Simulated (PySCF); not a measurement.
Potential energy surface of CF2, singlet: symmetric bend, bond length relaxed. Scanned: F-C-F angle. Other coordinates (C-F bond length) were minimised at PBE0/def2-TZVP.

The free coordinates were minimised at PBE0/def2-TZVP in PySCF; the energy column is CCSD(T) on RHF/cc-pVTZ, 3 core orbitals frozen (PySCF), in kcal/mol.

```tsv
a / °	C-F bond length / Å	E
150	1.331	70.5
140	1.302	45.5
130	1.290	24.5
120	1.286	8.8
110	1.290	0.0
100	1.305	0.0
90	1.335	11.6
80	1.391	38.8
```

The scan ran from 180.0 to 80.0; beyond the range shown the relaxed coordinates jump or full CI changes its symmetry label.
